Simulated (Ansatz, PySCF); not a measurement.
Te(SiH3)2 (H6Si2Te), SMILES [SiH3][Te][SiH3]. Atoms are numbered in the order given.

```xyz
9

Te    -0.3982     0.1683     0.6440
Si     0.9871     1.5316    -0.9674
H      1.0652     2.9067    -0.4021
H      0.3453     1.5689    -2.3119
H      2.3557     0.9569    -1.1009
Si    -0.1679    -1.9018    -0.7827
H      1.2654    -2.2827    -0.9288
H     -0.7481    -1.6750    -2.1366
H     -0.9138    -2.9842    -0.0839
```

Coordinates come from a B3LYP-D3(BJ)/def2-SVP optimisation. The def2 effective core potentials stand for the cores of Te; spin–orbit coupling is left out.

Two levels are set side by side: PBE-D3(BJ)/def2-SVP (Ansatz, a program for electronic structure) and B3LYP-D3(BJ)/def2-SVP (Ansatz). Each level has its own optimised geometry; the coordinates shown are those of the second. Frequencies come from the Hessian of PySCF at each geometry. Differences are taken from unrounded values.

```csv
quantity,B3LYP-D3(BJ)
mean bond length (Å),1.749
bond Te1–Si2 (Å),2.525
bond Te1–Si6 (Å),2.525
bond Si2–H3 (Å),1.489
bond Si2–H4 (Å),1.490
bond Si2–H5 (Å),1.490
bond Si6–H7 (Å),1.490
bond Si6–H8 (Å),1.490
bond Si6–H9 (Å),1.489
highest harmonic wavenumber (cm⁻¹),2240
mean harmonic wavenumber (cm⁻¹),1050
zero-point energy (kcal/mol),31.51
```

Task: What does PBE-D3(BJ) give, and how far is it from B3LYP-D3(BJ)? (The exact figures need the calculation; the answer reports its results.)

Result: 
```tsv
quantity	PBE-D3(BJ)	PBE-D3(BJ) minus B3LYP-D3(BJ)
mean bond length (Å)	1.759	0.010
bond Te1–Si2 (Å)	2.524	-0.001
bond Te1–Si6 (Å)	2.524	-0.001
bond Si2–H3 (Å)	1.502	0.014
bond Si2–H4 (Å)	1.504	0.014
bond Si2–H5 (Å)	1.504	0.014
bond Si6–H7 (Å)	1.504	0.014
bond Si6–H8 (Å)	1.504	0.014
bond Si6–H9 (Å)	1.502	0.014
highest harmonic wavenumber (cm⁻¹)	2182	-58
mean harmonic wavenumber (cm⁻¹)	1015	-35
zero-point energy (kcal/mol)	30.47	-1.04
```

GGA bonds tend to be longer and softer than those of functionals with exact exchange. Differences between two approximate levels are no errors against the true value.
